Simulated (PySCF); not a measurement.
C2HF3O2, SMILES C(C(F)(F)F)(=O)O (connectivity only; charge and spin as stated), charge -1, multiplicity 2. Atoms are numbered in the order given.

```xyz
8

O      1.5937    -0.7317     0.7674
C      0.8815     0.3744     0.1889
O      1.4804     1.0857    -0.6780
C     -0.5411    -0.0098     0.0040
F     -1.0914    -0.6239     1.0930
F     -1.3248     1.0596    -0.2851
F     -0.8132    -0.9159    -1.0471
H      2.4302    -0.6981     0.2802
```
Charge -1, spin multiplicity 2.

Coordinates come from a r2SCAN-D4/def2-SVPD optimisation. The spin state was assumed, not searched. The values are those of a single conformer.

Level of theory: PBE/def2-SVPD (PySCF).

Mulliken values depend strongly on the basis, most of all with diffuse functions as here. ESP charges are fitted to the potential on shells at 1.4 to 2.0 van der Waals radii. Atomic charges (e):

```csv
atom,ESP fit,Mulliken,Mulliken spin
O1,-0.61,-0.34,-0.13
C2,0.03,-0.25,1.02
O3,?,-0.52,0.10
C4,?,1.23,0.00
F5,?,-0.41,-0.03
F6,?,-0.41,-0.02
F7,?,-0.46,0.03
H8,0.37,0.16,0.02
```

**Question.** What belongs in the gaps? (The exact figures need the calculation; the answer reports its results.)

**Answer.** 
- O3, ESP fit: -0.59
- C4, ESP fit: 0.59
- F5, ESP fit: -0.26
- F6, ESP fit: -0.26
- F7, ESP fit: -0.26
